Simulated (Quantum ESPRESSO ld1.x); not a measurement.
Input file for ld1.x (Quantum ESPRESSO 7.5):

```
 &input
    atom='Li',
    iswitch=1,
    rel=1,
    dft='SLA-HL',
    config='[He]',
    verbosity='high',
    prefix='ld1',
    max_out_wfc=37,
    file_charge='ld1.rho',
 /
```

Command: `OMP_NUM_THREADS=1 ld1.x < ld1.in > ld1.out`

It prints:

```
     Program LD1 v.7.5 starts

     --------------------------- All-electron run ----------------------------

     scalar relativistic calculation

     atomic number is  3.00
     dft =SLA-HL   lsd =0 sic =0 latt =0  beta=0.20 tr2=1.0E-14
     Exchange-correlation= SLA-HL
                           (   1   6   0   0   0   0   0)
     mesh =1713 r(mesh) =  99.22477 a.u. xmin = -8.00 dx = 0.00800
     1 Ry =  13.60569312 eV, c = 137.03599908

     n l     nl                  e(Ry)          e(Ha)          e(eV)
     1 0     1S 1( 2.00)      -4.383099118      -2.191549559    -59.6351015

     final scf error:  9.7E-16 reached in  12 iterations

     Etot =     -14.292680 Ry,      -7.146340 Ha,    -194.461820 eV

     Ekin =      14.106137 Ry,       7.053068 Ha,     191.923769 eV
     Encl =     -31.818368 Ry,     -15.909184 Ha,    -432.910947 eV
     Eh   =       6.485224 Ry,       3.242612 Ha,      88.235969 eV
     Exc  =      -3.065673 Ry,      -1.532837 Ha,     -41.710611 eV

     normalization and overlap integrals

     s(1S/1S) =  1.000000  <r> =   0.5850  <r2> =    0.4687  r(max) =   0.3640

     ------------------------ End of All-electron run ------------------------
```

Run on one thread of a shared host, so times are rough (Intel(R) Xeon(R) Processor @ 2.60GHz): 0.48 s of CPU time, 0.6 s wall, 12 iterations on 1713 mesh points.
